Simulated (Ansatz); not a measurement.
Steps of a relaxation of FI$_{3}$Zr (`[F][Zr]([I])([I])[I]`) with RKS PBE-D4/def2-SVP.

```sh
$ ansatz run in.yaml --threads 4 --pin off --events-out ev --progress --plain --max-ram 11315MiB
```

```yaml
crystal:
  periodic: [false, false, false]
  atoms:
    - {symbol: F, position_ang: [-0.823400, -0.068900, 2.103100]}
    - {symbol: Zr, position_ang: [0.295600, 0.095500, 0.015400]}
    - {symbol: I, position_ang: [2.671200, -2.158100, 0.015100]}
    - {symbol: I, position_ang: [-2.506800, -0.969100, -1.557400]}
    - {symbol: I, position_ang: [0.413400, 3.026900, -0.617500]}
basis:
  gaussian: {orbitals: def2-SVP}
hamiltonian: {xc: pbe, dispersion: d4}
relax: {f_tol: 0.03, max_steps: 200}
```

Positions (Å) and forces (eV/Å) along the path, 8 of 8 steps:

```xyz
5
step=1 energy=-28298.1904 eV
F    -0.823   -0.069    2.103    2.402    0.384   -4.042
Zr    0.296    0.096    0.015   -2.808   -0.649    2.762
I     2.671   -2.158    0.015   -1.701    1.759   -0.076
I    -2.507   -0.969   -1.557    2.039    0.721    0.937
I     0.413    3.027   -0.618    0.068   -2.216    0.419
5
step=2 energy=-28300.3092 eV
F    -0.719   -0.051    1.939    1.721    0.278   -2.921
Zr    0.194    0.072    0.122   -1.988   -0.717    1.346
I     2.587   -2.074    0.015   -1.709    1.653    0.036
I    -2.426   -0.942   -1.523    1.986    0.713    1.070
I     0.414    2.921   -0.594   -0.011   -1.927    0.469
5
step=3 energy=-28301.7011 eV
F    -0.630   -0.038    1.787   -0.779   -0.024    2.274
Zr    0.098    0.023    0.141    0.759   -0.555   -3.614
I     2.445   -1.946    0.020   -1.521    1.358    0.068
I    -2.271   -0.887   -1.434    1.571    0.534    0.916
I     0.408    2.774   -0.556   -0.030   -1.314    0.356
5
step=4 energy=-28302.5838 eV
F    -0.603   -0.032    1.792    0.102   -0.007    0.094
Zr    0.074   -0.022    0.040    0.274   -0.392   -0.109
I     2.295   -1.816    0.017   -0.871    0.776   -0.085
I    -2.122   -0.841   -1.363    0.399    0.045    0.077
I     0.406    2.637   -0.528    0.096   -0.422    0.022
5
step=5 energy=-28302.7064 eV
F    -0.574   -0.047    1.827    0.018   -0.030    0.184
Zr    0.062   -0.047    0.054   -0.478    0.572    0.234
I     2.155   -1.684   -0.014    0.475   -0.310   -0.117
I    -2.049   -0.863   -1.371   -0.153   -0.172   -0.246
I     0.456    2.568   -0.537    0.139   -0.060   -0.055
5
step=6 energy=-28302.7706 eV
F    -0.602   -0.041    1.920    0.093    0.000   -0.249
Zr   -0.015   -0.022    0.113   -0.150    0.075    0.280
I     2.155   -1.622   -0.092   -0.021    0.034   -0.036
I    -2.045   -0.931   -1.426    0.069    0.007    0.005
I     0.557    2.542   -0.557    0.009   -0.117    0.001
5
step=7 energy=-28302.7764 eV
F    -0.624   -0.039    1.948   -0.016    0.004    0.080
Zr   -0.044   -0.012    0.150    0.111   -0.036   -0.074
I     2.140   -1.585   -0.137   -0.052    0.032    0.017
I    -2.017   -0.948   -1.433   -0.031   -0.004   -0.026
I     0.594    2.511   -0.570   -0.013    0.004    0.002
5
step=8 energy=-28302.7771 eV
F    -0.613   -0.039    1.950    0.000    0.000    0.003
Zr   -0.039   -0.016    0.146    0.002    0.000   -0.004
I     2.139   -1.589   -0.127   -0.001    0.000    0.001
I    -2.020   -0.941   -1.440    0.001    0.001    0.000
I     0.584    2.512   -0.570   -0.002   -0.001    0.000
```

Hardware: 4 threads of an Arm Neoverse V2 on a shared host. Wall time 16 s, peak host memory 0.2 GiB.
